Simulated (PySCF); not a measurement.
Compound: monosilicic acid, H₄O₄Si.
Atom-mapped SMILES: `[OH:1][Si:2]([OH:3])([OH:4])[OH:5]` (hydrogens: H6 on O1; H7 on O3; H8 on O4; H9 on O5)

Cartesian coordinates in Å at the PBE0-D3(BJ)/def2-SVP level; atoms count from 1:
```
atom  x, y, z in Å
O1     0.428    1.329   -0.876
Si2    0.006   -0.008   -0.009
O3     1.217   -1.101   -0.238
O4    -1.488   -0.454   -0.542
O5    -0.138    0.196    1.620
H6    -0.301    1.916   -1.095
H7     1.654   -1.053   -1.092
H8    -2.003   -0.973    0.082
H9     0.683    0.130    2.116
```

Theory: PBE0-D3(BJ)/def2-SVP geometry optimisation, gas phase (PySCF).

Take the most abundant isotopes and a rigid rotor. 

Task: Give the principal moments of inertia and the rotational constants in MHz.

Result: Ia = 123.43, Ib = 124.17, Ic = 139.94 u·Å²; 505379 MHz·u·Å²/I gives A = 4094, B = 4070, C = 3611 MHz.

Task: What kind of rotor is it?

Result: An oblate symmetric top, as the point group S4 requires two equal moments; the computed ones differ by 0.60 % because the geometry is symmetric only within the optimiser's tolerance; Ray's κ = 0.899.

Task: What does the inertial defect say?

Result: Not planar: Δ = Ic − Ia − Ib = -107.66 u·Å². For a rigid frame Δ = −2 Σ m c², so Σ m c² = 53.83 u·Å² lies off the ab plane: 5.35 from hydrogen and 48.48 from heavier atoms. The atom farthest from that plane is 1.17 Å away.

Task: Give the other two planar moments, Paa and Pbb, and the rms extents of the mass along the axes.

Result: Paa = Σ m a² = (Ib + Ic − Ia)/2 = 70.34 and Pbb = Σ m b² = (Ia + Ic − Ib)/2 = 69.60 u·Å². With the mass M = 95.99 u, the rms extents √(P/M) along a, b and c are 0.86, 0.85, 0.75 Å.

The dipole components are |μa| = 0.00 D, |μb| = 0.03 D, |μc| = 0.11 D.

Task: Estimate the classical rotational partition function at 25 K, 50 K and 200 K.

Result: Point group S4, symmetry number σ = 2; q = (√π/σ)·√((kT/h)³/(ABC)), k/h = 20836.6 MHz/K: 1360 at 25 K, 3840 at 50 K, 30700 at 200 K.

PBE0-D3(BJ)/def2-SVP frequencies: not computed here. No vibrational averaging or centrifugal distortion is included, and the geometry carries the error of its method.
